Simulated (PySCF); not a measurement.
Run record: geometry optimisation, `[CH3][Ge]([CH3])([CH3])[CH3]` (tetramethylgermane).

Method: PBE0-D3(BJ)/def2-SVP geometry optimisation, gas phase (PySCF 2.14.0). Start geometry: GFN2-xTB. A driver script takes a list of jobs; this job's settings line and coordinates (Å) are shown.

Input:
```
{"job": {"xc": "PBE0", "basis": "def2-SVP", "d3": "d3bj", "grid": 1, "maxiter": 30, "shake": 0.01, "kind": "geom"}, "charge": 0, "multiplicity": 1}
C     -0.452140    -1.024890    -1.649870
Ge    -0.007090    -0.005420    -0.003600
C     -0.041760     1.947900    -0.386990
C     -1.288380    -0.409650     1.422270
C      1.810780    -0.544380     0.593210
H     -1.466150    -0.716160    -2.006190
H     -0.456890    -2.072180    -1.473520
H      0.252060    -0.781780    -2.453690
H      0.238190     2.522320     0.529650
H     -1.008870     2.268760    -0.695290
H      0.682060     2.196960    -1.150050
H     -2.317510    -0.124910     1.126360
H     -1.356200    -1.463940     1.641910
H     -1.098830     0.129560     2.344810
H      1.846220    -1.612310     0.818650
H      2.554440    -0.306890    -0.152120
H      2.093560     0.008850     1.504630
```

Output:
```
step   0  E = -2235.84626761  max force = 0.037621
step   1  E = -2235.85042848  max force = 0.009019
step   2  E = -2235.85100553  max force = 0.002537
step   3  E = -2235.85119048  max force = 0.001350
step   4  E = -2235.85124797  max force = 0.001349
step   5  E = -2235.85129280  max force = 0.000726
step   6  E = -2235.85131714  max force = 0.000496
step   7  E = -2235.85134460  max force = 0.000898
step   8  E = -2235.85137398  max force = 0.001188
step   9  E = -2235.85139921  max force = 0.001031
step  10  E = -2235.85141139  max force = 0.000423
optimisation converged
```

Energies in Eh; «max force» is the largest Cartesian gradient component in Eh/bohr.

How much energy does the optimisation release, in kcal/mol?

E(step 0) − E(last step) = 0.005144 Eh, which is 3.2 kcal/mol.

Give the first gradient maximum in eV/Å.

With 1 Eh/bohr = 51.422 eV/Å, 1.935 eV/Å.

Main results: final energy -2235.85141 Eh after 10 steps; dipole 0.00 D.

Give the final coordinates.

0.035 Å rms from the input after alignment:
```
atom  x, y, z in Å
C1    -0.0081   -1.1976   -1.5460
Ge2   -0.0006    0.0015    0.0007
C3    -0.0593    1.8592   -0.6119
C4    -1.5654   -0.3689    1.1164
C5     1.6285   -0.2901    1.0450
H6    -0.9231   -1.0576   -2.1418
H7     0.0339   -2.2500   -1.2266
H8     0.8574   -1.0028   -2.1977
H9    -0.0689    2.5502    0.2450
H10   -0.9648    2.0454   -1.2092
H11    0.8172    2.0964   -1.2336
H12   -2.4958   -0.2271    0.5458
H13   -1.5430   -1.4069    1.4822
H14   -1.5917    0.3008    1.9892
H15    1.6871   -1.3333    1.3909
H16    2.5223   -0.0801    0.4382
H17    1.6510    0.3663    1.9280
```

Estimate the wall time. Hardware: an Arm Neoverse V1 with one thread, no GPU, shared host with 32 logical CPUs at a one-minute load of 10. And the peak memory of the process?

About 1.7 min, with 0.61 GiB resident at the peak, the Python interpreter and its libraries included.
Labels such as C1 count atoms from 1, the log's own numbers from 0.
